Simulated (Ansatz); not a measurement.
Gas-phase electronic energies from Ansatz, PBE0-D4/def2-TZVP geometries. CCSD(T)/CBS is the MP2 limit (def2-TZVPP, def2-QZVPP) plus CCSD(T) − MP2 in def2-TZVPP, frozen cores. This one scheme is used for every species. DFT in def2-TZVPP. B3LYP here is the variant with VWN-RPA as its local correlation; programs differ in this. One conformer a species, not always the lowest.

`FC[SiH]1CC1` + H₂ → `C1C[SiH2]1` + fluoromethane  (hydrogenolysis of the Si–C bond)

`FC[SiH]1CC1`:

```xyz
12

F     0.560    0.039   -2.754
C     1.058   -0.244   -1.486
Si    0.120    0.696   -0.148
C    -0.080   -0.133    1.490
C    -1.360   -0.083    0.626
H     2.124    0.005   -1.482
H     0.965   -1.321   -1.311
H     0.226    2.169   -0.217
H     0.353   -1.115    1.652
H    -0.086    0.470    2.392
H    -1.719   -1.033    0.243
H    -2.162    0.549    0.994
```

H₂:

Cartesian coordinates in Å:
```
H -0.091 0.357 -0.058
H 0.091 -0.357 0.058
```

`C1C[SiH2]1`:

Cartesian coordinates in Å:
```
C 0.409 0.578 0.652
C -0.364 -0.746 0.487
Si -0.043 0.161 -1.090
H 1.445 0.494 0.965
H -0.116 1.382 1.157
H 0.189 -1.656 0.696
H -1.371 -0.768 0.890
H -1.150 0.890 -1.745
H 1.001 -0.335 -2.011
```

`CF`:

Cartesian coordinates in Å:
```
C -0.023 0.031 0.047
F 0.506 -0.669 -1.014
H 0.699 0.038 0.866
H -0.947 -0.455 0.370
H -0.234 1.055 -0.270
```

**Question.** Is it downhill or uphill in electronic energy at CCSD(T)/CBS, and by how much? (An estimate is asked.)

**Answer.** Ansatz gave: Downhill: ΔE = -41.3 kJ/mol.

**Question.** What do these levels give: PBE-D4, B3LYP-D4, ωB97M-V, B2PLYP, r2SCAN, HF/def2-TZVPP, MP2/def2-TZVPP, SCS-MP2/def2-TZVPP, HF/def2-QZVPP, SCS-MP2/def2-QZVPP, HF/CBS(def2), MP2/CBS(def2)? (An estimate is asked.)

**Answer.** The calculation gave: PBE-D4 -34.0, B3LYP-D4 -40.7, ωB97M-V -38.9, B2PLYP -46.2, r2SCAN -38.3, HF/def2-TZVPP -67.8, MP2/def2-TZVPP -40.5, SCS-MP2/def2-TZVPP -45.9, HF/def2-QZVPP -68.0, SCS-MP2/def2-QZVPP -44.5, HF/CBS(def2) -68.0, MP2/CBS(def2) -37.9 kJ/mol.

Largest T1 diagnostic among the species: 0.011.

From PBE to PBE0 (25 % exact exchange), in def2-TZVPP and without D4, ΔE moves by −5.8 kJ/mol. In def2-TZVPP, CCSD(T) changes the Hartree–Fock value by +24.1 kJ/mol (the triples alone add +4.8 kJ/mol) and MP2 by +27.4 kJ/mol.
